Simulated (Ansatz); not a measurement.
`C[O][In]([SH])[O]C(C)C`. Charge 0, multiplicity 1. In: def2 effective core potential. The geometry is a stationary point of PBE0-D4/def2-TZVP. It is one conformer, not always the lowest.

```xyz
19

C     1.293   -2.191    2.491
O     1.936   -1.913    1.270
In    1.122   -0.726   -0.079
S     2.233   -0.446   -2.146
O    -0.558    0.094    0.569
C    -1.305    1.008   -0.201
C    -1.831    0.367   -1.472
C    -0.514    2.271   -0.489
H     0.663   -3.087    2.414
H     0.661   -1.370    2.849
H     2.057   -2.383    3.252
H     3.219   -1.289   -1.789
H    -2.166    1.280    0.427
H    -1.005    0.105   -2.145
H    -2.386   -0.543   -1.237
H    -2.494    1.044   -2.017
H    -1.128    3.020   -0.997
H     0.342    2.052   -1.140
H    -0.139    2.705    0.440
```

(1) What is the dipole moment at PBE/def2-TZVPP? (Estimate.)

(2) And with r2SCAN, B3LYP, ωB97M-V? (Best estimate.)

(3) Give the Mulliken charges with PBE, r2SCAN, ωB97M-V in def2-TZVPP. (An estimate is asked.)

Results:

(1) Computed: 1.10 D, with components (-0.84, 0.64, -0.30) D in this frame, pointing from negative to positive charge.

(2) Computed: r2SCAN 1.13 D, B3LYP 1.18 D, ωB97M-V 1.19 D.

(3) The calculation gave: 
| atom | PBE | r2SCAN | ωB97M-V |
| --- | --- | --- | --- |
| C1 | -0.13 | 0.03 | -0.16 |
| O2 | -0.43 | -0.51 | -0.50 |
| In3 | 0.73 | 0.83 | 0.83 |
| S4 | -0.34 | -0.35 | -0.32 |
| O5 | -0.44 | -0.52 | -0.50 |
| C6 | 0.19 | 0.31 | 0.10 |
| C7 | -0.27 | -0.18 | -0.32 |
| C8 | -0.27 | -0.18 | -0.32 |
| H9 | 0.08 | 0.04 | 0.10 |
| H10 | 0.10 | 0.06 | 0.11 |
| H11 | 0.09 | 0.04 | 0.11 |
| H12 | 0.13 | 0.13 | 0.14 |
| H13 | 0.05 | 0.00 | 0.08 |
| H14 | 0.07 | 0.04 | 0.09 |
| H15 | 0.09 | 0.06 | 0.12 |
| H16 | 0.07 | 0.04 | 0.10 |
| H17 | 0.07 | 0.04 | 0.10 |
| H18 | 0.07 | 0.04 | 0.09 |
| H19 | 0.09 | 0.06 | 0.12 |

B3LYP here is the variant with VWN-RPA as its local correlation; programs differ in this.
